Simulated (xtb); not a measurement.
CH₆FNSi, SMILES [SiH](F)(N)C. All values are semi-empirical tight-binding results from xtb (GFN2-xTB unless named), good for trends rather than for accurate numbers. Coordinates come from a GFN2-xTB optimisation. Other conformers were not sampled.

```json
{
 "orbital_gap": "6.58 eV",
 "dipole_moment": "2.70 D",
 "zero_point_energy": "45.8 kcal/mol",
 "G − E(el) at 298.15 K (modified RRHO)": "27.1 kcal/mol",
 "static polarisability (D4 model)": "55.6 bohr³",
 "solvation energy, GFN2-xTB/ALPB(water)": "-3.1 kcal/mol",
 "solvation energy, GFN2-xTB/ALPB(dmso)": "-5.0 kcal/mol"
}
```
